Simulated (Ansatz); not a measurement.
```yaml
crystal:
  periodic: [false, false, false]
  atoms:
    - {symbol: C, position_ang: [0.239126, -1.626315, 0.037867]}
    - {symbol: B, position_ang: [0.553746, -0.184352, -0.468520]}
    - {symbol: Cl, position_ang: [1.477283, 0.053936, -1.963594]}
    - {symbol: N, position_ang: [0.199869, 0.956784, 0.237178]}
    - {symbol: C, position_ang: [-0.523584, 1.891627, 0.560253]}
    - {symbol: Cl, position_ang: [-2.092079, 2.217941, -0.150640]}
    - {symbol: H, position_ang: [-0.319535, -2.169875, -0.730032]}
    - {symbol: H, position_ang: [-0.335678, -1.638347, 0.964578]}
    - {symbol: H, position_ang: [1.167941, -2.183161, 0.193071]}
    - {symbol: H, position_ang: [-0.284090, 2.630563, 1.322739]}
basis:
  gaussian: {orbitals: def2-TZVPPP}
hamiltonian: {xc: {name: CAM-B3LYP}}
scf: {lower_state_search: off}
```

```sh
$ ansatz run in.yaml --threads 4 --pin off --events-out ev --progress --plain --max-ram 10444MiB
```

(1) How does Ansatz answer? (Best estimate.)

Answers

(1) The calculation gave: The program refused the input.
```
Error: <dir> can't be read: No such file or directory (os error 2)
```
